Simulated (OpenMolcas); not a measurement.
# Sb+: RASPT2 settings compared

```yaml
Program: OpenMolcas 26.06
Basis: ANO-RCC-VDZP [6s5p3d1f]
Scalar_Hamiltonian: DKH3, point nucleus
Active_space: 4 electrons in 9 orbitals (RAS2 5s 5p; RAS3 5d, at most 2 electrons)
State_averaging: 2S+1 = 3 even, 3 roots; 2S+1 = 1 even, 6 roots kept (CI in the orbitals of an earlier block); 2S+1 = 3 odd, 5 roots; 2S+1 = 5 odd, 1 root kept (CI in the orbitals of an earlier block)
Spin-orbit_coupling: state interaction with AMFI integrals over the reference wave functions, term energies averaged over their components
```

Methods on the same reference wave functions:
A. RASSCF
B. SS-RASPT2, IPEA 0.15 Eh, real shift 0.15 Eh (closed shells correlated: 4d)
C. SS-RASPT2, IPEA 0.4 Eh, sigma2 regulariser 0.15 Eh (closed shells correlated: 4d)
D. SS-RASPT2, IPEA 0.6 Eh, real shift 0.5 Eh (closed shells correlated: 4d)

Energies in cm⁻¹ above 5s² 5p² ³P₀, the measured ground level; measured values from NIST Handbook of Basic Atomic Spectroscopic Data.

```
      Level      A      B      C      D  Measured
5s² 5p² ³P₀    0.0    0.0    0.0    0.0       0.0
5s² 5p² ³P₁   2823   2850   2840   2830      3055
5s² 5p² ³P₂   5628   5630   5620   5620      5658
5s² 5p² ¹D₂  14583  14340  14340  14370     12790
5s² 5p² ¹S₀  26661  26080  26170  26390     23906
5s 5p³ ⁵S°₂  45102  49110  49190  49230     51723
```

Deviations, from unrounded energies. A percentage is the sum of absolute deviations over the sum of measured energies, with the sign that they share, or ± where signs differ.

```
                        Against measurement  Levels      A      B      C      D
             mean absolute deviation (cm-1)       5   2300   1300   1300   1400
      fine structure of the ground term (%)       2   -3.0   -2.7   -2.8   -3.0
other terms of the ground configuration (%)       2  +12.4  +10.1  +10.4  +11.1
                   other configurations (%)       1  -12.8   -5.1   -4.9   -4.8
```

B, C, D lie about equally close to measurement and A furthest from it. The largest miss of B in the table is 5s 5p³ ⁵S°₂, by -2600 cm-1. The ranking rests on the paired levels alone, and a cruder setting can come out closer through cancelling errors.

Among B to D the level of the table that moves most is 5s² 5p² ¹S₀, by 310 cm-1 (lowest in B, highest in D). Moves below CASPT2's spread within the term are not significant.

From A to B the spin-free energies of the other terms of 5s² 5p² shown, above ³P, scale by a factor of 0.97.

The lowest spin-free term lies below A's lowest term by 0.322 hartree in B, 0.321 hartree in C, 0.318 hartree in D.

Terms from blocks run as CI alone lack orbitals of their own. Active for correlation alone: 5d; no level in the range computed is led by a configuration that fills it, so any true level of that kind is missing. Computed and measured levels are paired by configuration, term and J; levels that our copy of the source lacks, or whose pairing is in doubt (as where it misses far off the trend of its configuration), stay unpaired and out of the deviations. Only configurations of the active space appear. Levels that lie high or do not pair safely by name in every column are left out.

° marks odd parity.
